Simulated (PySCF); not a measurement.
CH8FNSi2, SMILES [SiH2](N(C)[SiH3])F.

The structure is a stationary point at B3LYP-D3(BJ)/def2-SVP. This is a generated structure with no PubChem entry under its InChIKey; it may be hypothetical. One conformer was computed; it need not be the lowest.

The numbers are results of B3LYP-D3(BJ)/def2-SVP run with PySCF, not measurements.

Frequencies are harmonic and unscaled.

Computed vibrational spectrum:
| mode | ν (cm⁻¹) | IR (km/mol) | Raman (Å⁴/amu) | depolarisation | moving atoms (share of kinetic energy) |
|---|---|---|---|---|---|
| 1 | 57 | 1.2 | 0.0 | – | F 42 %, Si 23 %, H 19 %, C 12 % |
| 2 | 103 | 0.7 | 0.3 | 0.59 | H 73 %, F 14 %, N 9 % |
| 3 | 133 | 0.1 | 0.1 | 0.75 | H 97 % |
| 4 | 160 | 2.3 | 0.6 | 0.72 | H 41 %, F 26 %, C 14 %, N 10 %, Si 10 % |
| 5 | 228 | 0.3 | 0.2 | 0.58 | Si 41 %, H 28 %, N 16 %, C 14 % |
| 6 | 277 | 0.5 | 0.2 | 0.69 | H 34 %, C 31 %, Si 23 %, N 10 % |
| 7 | 341 | 18.5 | 2.1 | 0.70 | N 42 %, F 21 %, Si 19 %, H 15 % |
| 8 | 561 | 2.9 | 15.5 | 0.15 | Si 57 %, H 21 %, C 15 % |
| 9 | 636 | 5.8 | 3.9 | 0.62 | H 74 %, Si 22 % |
| 10 | 711 | 49.5 | 13.7 | 0.75 | H 82 %, Si 9 %, N 9 % |
| 11 | 736 | 68.6 | 10.2 | 0.63 | H 70 %, Si 16 %, C 11 % |
| 12 | 796 | 12.4 | 14.5 | 0.75 | H 93 % |
| 13 | 857 | 36.7 | 4.1 | 0.63 | F 56 %, Si 26 %, H 16 % |
| 14 | 928 | 305.2 | 14.5 | 0.75 | H 88 %, Si 10 % |
| 15 | 934 | 179.2 | 19.5 | 0.74 | H 93 % |
| 16 | 948 | 143.9 | 5.4 | 0.75 | H 46 %, N 38 %, Si 12 % |
| 17 | 961 | 135.0 | 12.7 | 0.66 | H 89 %, Si 8 % |
| 18 | 974 | 239.6 | 5.0 | 0.74 | H 87 %, Si 11 % |
| 19 | 1005 | 62.3 | 19.1 | 0.75 | H 82 %, Si 11 % |
| 20 | 1132 | 64.0 | 1.4 | 0.34 | H 51 %, N 25 %, C 23 % |
| 21 | 1139 | 96.0 | 1.2 | 0.60 | N 40 %, H 33 %, C 25 % |
| 22 | 1216 | 81.7 | 0.9 | 0.73 | H 48 %, N 32 %, C 17 % |
| 23 | 1452 | 1.8 | 8.2 | 0.75 | H 87 %, C 12 % |
| 24 | 1471 | 5.9 | 17.0 | 0.74 | H 97 % |
| 25 | 1487 | 11.0 | 15.2 | 0.74 | H 96 % |
| 26 | 2203 | 145.6 | 93.3 | 0.67 | H 96 % |
| 27 | 2214 | 117.3 | 172.0 | 0.09 | H 98 % |
| 28 | 2251 | 52.4 | 45.7 | 0.38 | H 97 % |
| 29 | 2256 | 100.8 | 153.4 | 0.13 | H 97 % |
| 30 | 2281 | 148.3 | 109.6 | 0.26 | H 96 % |
| 31 | 3000 | 52.4 | 134.7 | 0.02 | H 97 % |
| 32 | 3068 | 24.3 | 79.0 | 0.74 | H 90 %, C 10 % |
| 33 | 3096 | 14.9 | 63.9 | 0.70 | H 91 %, C 9 % |
